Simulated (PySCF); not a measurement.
First hyperpolarisability: `C=CN1CC[C@H]1CC`, C7H13N

Cartesian coordinates in Å; atom numbers follow the order of the lines, from 1:
```xyz
21

C    -3.1696    0.6809    0.7598
C    -1.8561    0.6398    0.9643
N    -0.9239    0.2492    0.0438
C    -1.1543   -0.6163   -1.0994
C     0.2968   -1.1020   -0.9918
C     0.3966   -0.3016    0.3198
C     1.5023    0.7441    0.4056
C     2.8727    0.0920    0.5402
H    -3.6099    0.3639   -0.1691
H    -3.8366    1.0568    1.5122
H    -1.4224    0.9742    1.8987
H    -1.4172   -0.0715   -2.0096
H    -1.9058   -1.3930   -0.9177
H     0.9442   -0.7229   -1.7783
H     0.4252   -2.1769   -0.8983
H     0.4232   -0.9391    1.2153
H     1.4684    1.3680   -0.4895
H     1.3122    1.3889    1.2660
H     2.9232   -0.5060    1.4478
H     3.6534    0.8474    0.5821
H     3.0686   -0.5592   -0.3086
```

Method used: PySCF, quadratic response BHandHLYP/def2-SVPD first hyperpolarisability, Taylor convention, gas phase. Geometry: GFN2-xTB.

(1) What is the first hyperpolarisability, and how does it disperse?

(2) Which lowest excitations, dipole and polarisabilities go with it?

Answers

(1) In 10⁻³⁰ esu, Taylor convention; the vector part is βᵢ = ⅓ Σⱼ (βᵢⱼⱼ + βⱼᵢⱼ + βⱼⱼᵢ); β∥ is 3/5 of the vector part along the dipole, the dipole points from − to +:
| process | λ (nm) | β vector norm | β∥ | β HRS | depolarisation ratio |
| --- | --- | --- | --- | --- | --- |
| static β(0;0,0) | ∞ | 1.46 | 0.47 | 0.70 | 3.40 |
| second harmonic β(−2ω;ω,ω) | 1550 | 1.61 | 0.52 | 0.77 | 3.50 |
| Pockels β(−ω;ω,0) | 1550 | 1.51 | 0.48 | – | – |
| second harmonic β(−2ω;ω,ω) | 1064 | 1.81 | 0.58 | 0.85 | 3.62 |
| Pockels β(−ω;ω,0) | 1064 | 1.57 | 0.50 | – | – |
| second harmonic β(−2ω;ω,ω) | 694.3 | 2.52 | 0.81 | 1.16 | 3.98 |
| Pockels β(−ω;ω,0) | 694.3 | 1.72 | 0.56 | – | – |

(2) S1 5.68 eV (f = 0.087); S2 6.12 eV (f = 0.163); S3 6.24 eV (f = 0.020); dipole 1.83 D; isotropic α 91.6 au static, 92.0 au at 1550 nm, 92.4 au at 1064 nm, 93.2 au at 775 nm, 93.7 au at 694.3 nm, 95.3 au at 532 nm, 101.7 au at 347.1 nm.
